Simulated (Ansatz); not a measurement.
The cluster Ge₂Sb, relaxed as a doublet with UKS PBE0-D4/def2-TZVP in Ansatz, starting from the GFN1-xTB geometry. Force threshold 0.02 eV/Å.

In the def2 sets Sb takes a core potential; there is no spin–orbit coupling. The structure comes from a short search, and lower isomers may exist.

Start:

```xyz
3

Sb    1.206   -0.453    0.792
Ge   -0.241   -0.428   -1.274
Ge   -0.965    0.881    0.482
```

```csv
step,energy (eV),largest force component (eV/Å),SCF passes
1,-119560.2904,1.670,25
2,-119560.4492,0.462,36
3,-119560.4742,0.665,33
4,-119560.4921,0.161,38
5,-119560.4951,0.009,35
```

Force components are those of the run's own axes.

End:

```xyz
3

Sb    1.162   -0.429    0.778
Ge   -0.185   -0.514   -1.377
Ge   -0.976    0.943    0.599
```

By distances, no bond broke or formed. The bond that changes most is Ge2–Ge3, from 2.31 to 2.58 Å (atoms count from 1).

No frequencies were taken in this run, so the end may be a saddle point.

Run time 24 s (4 threads of Arm Neoverse V1 on a shared host).
